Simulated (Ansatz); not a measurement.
Stepwise reaction of `[OH][Mo]([OH])(=[S])([Cl])[Cl]` with hydrogen fluoride, as a gas-phase model of exchange steps in deposition or etching. ΔE in kJ/mol; ΔG adds harmonic PBE0-D4 terms to CCSD(T)/CBS, at 1 bar.

Gas-phase electronic energies from Ansatz, PBE0-D4/def2-TZVP geometries. CCSD(T)/CBS is the MP2 limit (def2-TZVPP, def2-QZVPP) plus CCSD(T) − MP2 in def2-TZVPP, frozen cores. This one scheme is used for every species. DFT in def2-TZVPP. B3LYP here is the variant with VWN-RPA as its local correlation; programs differ in this. Elements past krypton have def2 core potentials. For Mo outer-core shells are correlated without core-valence functions, which leaves a few kJ/mol of doubt a bond. Each species was taken in one conformer, which may not be the lowest.

| step | reaction | PBE-D4 | B3LYP-D4 | ωB97M-V | CCSD(T)/CBS | ΔG(400 K) |
| --- | --- | --- | --- | --- | --- | --- |
| 2 | `[OH][Mo]([F])(=[S])([Cl])[Cl]` + H–F → `[F][Mo]([F])(=[S])([Cl])[Cl]` + H₂O | -26.7 | -25.2 | -26.0 | -19.0 | -13.0 |

(1) Give the row of step 1, `[OH][Mo]([OH])(=[S])([Cl])[Cl]` + H–F → `[OH][Mo]([F])(=[S])([Cl])[Cl]` + H₂O. (Estimate.)

(2) By hand: ΔE of the 2 steps together at CCSD(T)/CBS.

Answers

(1) Computed: 
| step | reaction | PBE-D4 | B3LYP-D4 | ωB97M-V | CCSD(T)/CBS | ΔG(400 K) |
| --- | --- | --- | --- | --- | --- | --- |
| 1 | `[OH][Mo]([OH])(=[S])([Cl])[Cl]` + H–F → `[OH][Mo]([F])(=[S])([Cl])[Cl]` + H₂O | -10.6 | -9.6 | -8.8 | 1.0 | -8.2 |

(2) (1.0) + (-19.0) = -18.0 kJ/mol, or -9.0 kJ/mol a step.

In ΔE each step is lower than the one before. ΔG lies between -13.0 and -8.2 kJ/mol a step. PBE-D4 differs from CCSD(T)/CBS by -11.6 to -7.7 kJ/mol a step. Only this route is followed, and other bonds may react first. Isolated molecules leave out the surface, adducts and barriers. Largest T1 diagnostic: 0.024.
